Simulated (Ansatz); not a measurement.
Stepwise reaction of `[SH][Ge]([Cl])([Cl])[Cl]` with hydrogen, as a gas-phase model of exchange steps in deposition or etching. ΔE in kJ/mol; ΔG adds harmonic PBE0-D4 terms to CCSD(T)/CBS, at 1 bar.

Calculated with Ansatz (gas phase, PBE0-D4/def2-TZVP geometries, no zero-point term in ΔE). CBS: MP2 limit from def2 TZ/QZ plus the TZ coupled-cluster correction, frozen cores. This one scheme is used for every species. Functionals use def2-TZVPP. B3LYP here is the variant with VWN-RPA as its local correlation; programs differ in this. For Ge outer-core shells are correlated without core-valence functions, which leaves a few kJ/mol of doubt a bond. Scalar relativity is left out up to krypton. Each species was taken in one conformer, which may not be the lowest.

```csv
step,reaction,PBE-D4,B3LYP-D4,ωB97M-V,CCSD(T)/CBS,ΔG(400 K)
1,`[SH][Ge]([Cl])([Cl])[Cl]` + H₂ → `[SH][GeH]([Cl])[Cl]` + HCl,52.4,52.0,49.8,47.6,42.6
2,`[SH][GeH]([Cl])[Cl]` + H₂ → `[SH][GeH2][Cl]` + HCl,54.0,53.9,52.1,50.8,47.6
```

Task: Give the row of step 3, `[SH][GeH2][Cl]` + H₂ → `[SH][GeH3]` + HCl. (An estimate is asked.)

Result: Ansatz gave: 
| step | reaction | PBE-D4 | B3LYP-D4 | ωB97M-V | CCSD(T)/CBS | ΔG(400 K) |
| --- | --- | --- | --- | --- | --- | --- |
| 3 | `[SH][GeH2][Cl]` + H₂ → `[SH][GeH3]` + HCl | 59.5 | 59.3 | 57.7 | 56.5 | 51.0 |

Task: By hand: ΔE of the 3 steps together at CCSD(T)/CBS.

Result: (47.6) + (50.8) + (56.5) = 154.9 kJ/mol, or 51.6 kJ/mol a step.

In ΔE each step is higher than the one before. All are uphill at CCSD(T)/CBS. ΔG lies between 42.6 and 51.0 kJ/mol a step. PBE-D4 differs from CCSD(T)/CBS by 3.0 to 4.8 kJ/mol a step. Isolated molecules leave out the surface, adducts and barriers. Largest T1 diagnostic: 0.011.
